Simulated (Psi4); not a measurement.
C4H9, doublet, at a GFN2-xTB geometry; B3LYP/3-21G (Psi4).

The Psi4 input:
```
memory 2 GB

molecule mol {
0 2
C     0.637305    1.870053   -0.013944
C     0.720085    0.402568   -0.007129
C    -0.680967   -0.259710    0.006131
C    -0.578777   -1.778271    0.013066
H    -1.570814   -2.224755    0.022342
H     0.521816    2.413063    0.904085
H     0.508790    2.403784   -0.935675
H    -0.039361   -2.121966    0.893137
H    -0.051852   -2.130863   -0.871042
H     1.245726    0.047094   -0.897555
H     1.258307    0.056056    0.879305
H    -1.235493    0.070423   -0.874191
H    -1.222996    0.079324    0.890842
}

set {
  basis 3-21g
  reference uks
  soscf true
}

energy('b3lyp')
print_variables()
```

The log (banner, timings and long lists left out):

```
   => Loading Basis Set <=

    Name: 3-21G
    Role: ORBITAL
    Keyword: BASIS

         ---------------------------------------------------------
                                   SCF
               by Justin Turney, Rob Parrish, Andy Simmonett
                          and Daniel G. A. Smith
                              UKS Reference
         ---------------------------------------------------------

  ==> Geometry <==

    Molecular point group: c1
    Full point group: C1

    Geometry (in Angstrom), charge = 0, multiplicity = 2:

       Center              X                  Y                   Z               Mass
    ------------   -----------------  -----------------  -----------------  -----------------
         C            0.627119505663     1.845577562862    -0.013748172056    12.000000000000
         C            0.709899505663     0.378092562862    -0.006933172056    12.000000000000
         C           -0.691152494337    -0.284185437138     0.006326827944    12.000000000000
         C           -0.588962494337    -1.802746437138     0.013261827944    12.000000000000
         H           -1.580999494337    -2.249230437138     0.022537827944     1.007825032230
         H            0.511630505663     2.388587562862     0.904280827944     1.007825032230
         H            0.498604505663     2.379308562862    -0.935479172056     1.007825032230
         H           -0.049546494337    -2.146441437138     0.893332827944     1.007825032230
         H           -0.062037494337    -2.155338437138    -0.870846172056     1.007825032230
         H            1.235540505663     0.022618562862    -0.897359172056     1.007825032230
         H            1.248121505663     0.031580562862     0.879500827944     1.007825032230
         H           -1.245678494337     0.045947562862    -0.873995172056     1.007825032230
         H           -1.233181494337     0.054848562862     0.891037827944     1.007825032230

  Running in c1 symmetry.

  Rotational constants: A =      0.81497  B =      0.12914  C =      0.12184 [cm^-1]
  Rotational constants: A =  24432.06165  B =   3871.40651  C =   3652.74347 [MHz]
  Nuclear repulsion =  123.694798209406756

  Charge       = 0
  Multiplicity = 2
  Electrons    = 33
  Nalpha       = 17
  Nbeta        = 16

  ==> Algorithm <==

  SCF Algorithm Type is DF.
  DIIS enabled.
  MOM disabled.
  Fractional occupation disabled.
  Guess Type is SAD.
  Energy threshold   = 1.00e-06
  Density threshold  = 1.00e-06
  Integral threshold = 1.00e-12

  ==> Primary Basis <==

  Basis Set: 3-21G
    Blend: 3-21G
    Number of shells: 38
    Number of basis functions: 54
    Number of Cartesian functions: 54
    Spherical Harmonics?: false
    Max angular momentum: 1

  ==> DFT Potential <==

   => LibXC <=

    Version 7.1.2
    S. Lehtola, C. Steigemann, M. J. T. Oliveira, and M. A. L. Marques,  SoftwareX 7, 1–5 (2018) (10.1016/j.softx.2017.11.002)

   => Composite Functional: B3LYP <=

    B3LYP Hyb-GGA Exchange-Correlation Functional

    P. J. Stephens, F. J. Devlin, C. F. Chabalowski, and M. J. Frisch,  J. Phys. Chem. 98, 11623 (1994) (10.1021/j100096a001)

    Deriv               =              1
    GGA                 =           TRUE
    Meta                =          FALSE

    Exchange Hybrid     =           TRUE
    MP2 Hybrid          =          FALSE

   => Exchange Functionals <=

    0.0800   Slater exchange
    0.7200         Becke 88

   => Exact (HF) Exchange <=

    0.2000               HF

   => Correlation Functionals <=

    0.1900   Vosko, Wilk & Nusair (VWN5_RPA)
    0.8100   Lee, Yang & Parr

   => LibXC Density Thresholds  <==

    XC_HYB_GGA_XC_B3LYP:  1.00E-15

   => Molecular Quadrature <=

    Radial Scheme          =       TREUTLER
    Pruning Scheme         =           NONE
    Nuclear Scheme         =       TREUTLER

    Blocking Scheme        =         OCTREE
    BS radius alpha        =              1
    Pruning alpha          =              1
[...]
    Number of Cartesian functions: 536
    Spherical Harmonics?: false
    Max angular momentum: 4

  Minimum eigenvalue in the overlap matrix is 1.1880892419E-02.
  Reciprocal condition number of the overlap matrix is 2.5242966375E-03.
    Using symmetric orthogonalization.

  ==> Pre-Iterations <==

  SCF Guess: Superposition of Atomic Densities via on-the-fly atomic UHF (no occupation information).

   -------------------------
    Irrep   Nso     Nmo
   -------------------------
     A         54      54
   -------------------------
    Total      54      54
   -------------------------

  ==> Iterations <==

                           Total Energy        Delta E     RMS |[F,P]|

   @DF-UKS iter SAD:  -156.22629768740470   -1.56226e+02   0.00000e+00
   @DF-UKS iter   1:  -156.65290044079941   -4.26603e-01   1.34474e-02 ADIIS/DIIS
   @DF-UKS iter   2:  -156.61577369552839    3.71267e-02   1.39845e-02 ADIIS/DIIS
   @DF-UKS iter   3:  -156.92840601476465   -3.12632e-01   8.28998e-04 ADIIS/DIIS
   @DF-UKS iter   4:  -156.92927468343598   -8.68669e-04   4.21066e-04 SOKS, nmicro=5
   @DF-UKS iter   5:  -156.92955695629362   -2.82273e-04   3.04530e-06 SOKS, nmicro=5
   @DF-UKS iter   6:  -156.92955697786607   -2.15724e-08   8.26109e-08 SOKS, nmicro=conv
  Energy and wave function converged.

  ==> Post-Iterations <==

   Electrons on quadrature grid:
      Nalpha   =   16.9999454505 ; deviation = -5.455e-05
      Nbeta    =   15.9999501511 ; deviation = -4.985e-05
      Ntotal   =   32.9998956017 ; deviation = -1.044e-04

   @Spin Contamination Metric:   3.449429791E-03
   @S^2 Expected:                7.500000000E-01
   @S^2 Observed:                7.534494298E-01
   @S   Expected:                5.000000000E-01
   @S   Observed:                5.000000000E-01

    Orbital Energies [Eh]
    ---------------------

    Alpha Occupied:

[...]
    Alpha Virtual:

[...]
      54A      2.268538

    Beta Occupied:

[...]
      16A     -0.323183

    Beta Virtual:

[...]
    Final Occupation by Irrep:
              A
    DOCC [    16 ]
    SOCC [     1 ]
    NA   [    17 ]
    NB   [    16 ]

  @DF-UKS Final Energy:  -156.92955697786607

   => Energetics <=

    Nuclear Repulsion Energy =            123.6947982094067555
    One-Electron Energy =                -454.0601060954438140
    Two-Electron Energy =                 193.6816023928168704
    DFT Exchange-Correlation Energy =     -20.2458514846459074
    Empirical Dispersion Energy =           0.0000000000000000
    VV10 Nonlocal Energy =                  0.0000000000000000
    Total Energy =                       -156.9295569778660706

  UHF NO Occupations:
  HONO-2 :   15  A 1.9997024
  HONO-1 :   16  A 1.9990519
  HONO-0 :   17  A 1.0000000
  LUNO+0 :   18  A 0.0009481
  LUNO+1 :   19  A 0.0002976
  LUNO+2 :   20  A 0.0002426
  LUNO+3 :   21  A 0.0002052

Computation Completed

Properties will be evaluated at   0.000000,   0.000000,   0.000000 [a0]

Properties computed using the SCF density matrix

 Multipole Moments:

 ------------------------------------------------------------------------------------
     Multipole            Electronic (a.u.)      Nuclear  (a.u.)        Total (a.u.)
 ------------------------------------------------------------------------------------

 L = 1.  Multiply by 2.5417464519 to convert [e a0] to [Debye]
 Dipole X            :          0.5451019           -0.6351791           -0.0900772
 Dipole Y            :          1.4390775           -1.5263118           -0.0872343
 Dipole Z            :         -0.0111194            0.0121969            0.0010775
 Magnitude           :                                                    0.1253989

 ------------------------------------------------------------------------------------

  Variable Map:
  ----------------------------------------------------------------------------
[...]
  Array Variable Map:
  ----------------------------------------------------------------------------
[...]
[...]
```
